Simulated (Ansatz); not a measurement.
The cluster B9⁺. Charge 1, multiplicity 3. Geometry PBE-D4/def2-SVP, that of the neutral doublet; atoms count from 1.

Cartesian coordinates in Å:
```
B -1.059 -0.606 1.706
B -1.033 -1.195 -1.147
B -1.436 -1.243 0.352
B 1.049 0.605 -1.670
B -0.010 -0.442 -2.019
B 1.013 1.177 1.156
B 0.000 0.442 2.058
B 0.028 0.003 -0.105
B 1.449 1.259 -0.331
```

The structure comes from a short search, and lower isomers may exist.

(1) Estimate the Mulliken populations from the PBE0/def2-TZVP orbitals of Ansatz.

(2) Where does the spin sit?

(3) And the Mayer bond orders between bonded heavy atoms (over 0.3)?

Results:

(1) 
| atom | charge (e) | spin (α − β) |
| --- | --- | --- |
| B1 | 0.15 | 0.33 |
| B2 | 0.14 | 0.25 |
| B3 | 0.13 | 0.29 |
| B4 | 0.14 | 0.22 |
| B5 | 0.14 | 0.22 |
| B6 | 0.13 | 0.29 |
| B7 | 0.14 | 0.33 |
| B8 | -0.10 | -0.18 |
| B9 | 0.14 | 0.25 |
Mulliken values and Mayer orders depend strongly on the basis.

(2) Summed by element: B 2.00, of 2 unpaired in all. Largest on single atoms: B7 0.33, B1 0.33, B6 0.29.

(3) B1–B3 1.22 (1.54 Å); B1–B7 1.25 (1.53 Å); B2–B3 1.19 (1.55 Å); B2–B5 1.22 (1.54 Å); B2–B8 0.47 (1.91 Å); B3–B8 0.44 (1.98 Å); B4–B5 1.21 (1.53 Å); B4–B8 0.48 (1.96 Å); B4–B9 1.22 (1.54 Å); B5–B8 0.48 (1.97 Å); B6–B7 1.22 (1.54 Å); B6–B8 0.44 (1.98 Å); B6–B9 1.19 (1.55 Å); B8–B9 0.47 (1.91 Å). Values over 0.3 also appear between atoms too far apart for a bond (B1–B8 0.36 at 2.20 Å; B7–B8 0.36 at 2.21 Å); they arise where an orbital or an unpaired electron spreads over both atoms.
